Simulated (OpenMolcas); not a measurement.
**Ag2+: moving or changing the point charges**

Ag2+ among 4 point charges of -1 e arranged as a tetrahedron (Td), 1.95 Å from the ion.
```
   1.1258    1.1258    1.1258  -1.00
   1.1258   -1.1258   -1.1258  -1.00
  -1.1258    1.1258   -1.1258  -1.00
  -1.1258   -1.1258    1.1258  -1.00
```

```yaml
Program: OpenMolcas 26.06
Method: "SS-CASPT2, IPEA 0.25 Eh, imaginary shift 0.1 Eh (closed shells correlated: 4s 4p)"
Basis: ANO-RCC-VDZP [6s5p3d1f]
Scalar_Hamiltonian: DKH2, point nucleus
Active_space: 9 electrons in 5 orbitals (4d)
State_averaging: 2S+1 = 2 even, 5 roots
Spin-orbit_coupling: state interaction with AMFI integrals over the reference wave functions
```

Runs around this geometry, states (labels of Td). Energies in cm-1 above the lowest state or level, χT in cm3 K/mol; under a threefold ground state the first gap can be a small split of the lowest multiplet, not the spin-orbit step; 10Dq is the gap between the two states; 10Dq is negative for this site.

```csv
R (Å),q (e),Ground state,First state of that spin,10Dq,First gap with spin-orbit (degeneracies),χT at 300 K
1.95,-0.65,2T2,2E 1400,-1398,"740 (2, 4)",1.044
1.86,-1,2T2,2E 2370,-2373,"1130 (2, 4)",0.830
1.95,-1,2T2,2E 2000,-2000,"990 (2, 4)",0.891
2.05,-1,2T2,2E 1640,-1641,"850 (2, 4)",0.972
```

Taking |10Dq| as R^-n, n = -ln(1641 / 2373) / ln(2.05 / 1.86) = 3.8 between the shortest and longest distance. The point-charge formula for a cubic d site gives n = 5.

Scaling the charges by -0.65 / -1 = 0.65 scales |10Dq| by 1398 / 2000 = 0.70; with fixed orbitals a first-order splitting would follow the charge.

Roots that are degenerate in the reference are averaged as groups; the widest CASPT2 spread within a group is 66 cm-1 (the 3-fold group of multiplicity 2 near 0 cm-1 above the lowest state of its run, R = 1.95, q = -0.65). Shifts and gaps below about the spread of the groups concerned are not significant. An orbital triplet at a regular site is open to Jahn-Teller coupling, which can distort the site and quench the lowest spin-orbit gaps and is left out. The ground term spreads over less than 5000 cm-1, several times less than with real ligands, so orbital moments are less quenched and χT lies further from the spin-only value than at real sites. Free-ion shares, where given, are those of the reference states; single-state CASPT2 does not remix them. This is an electrostatic model: the charges have no orbitals. No measured value stands beside these numbers.
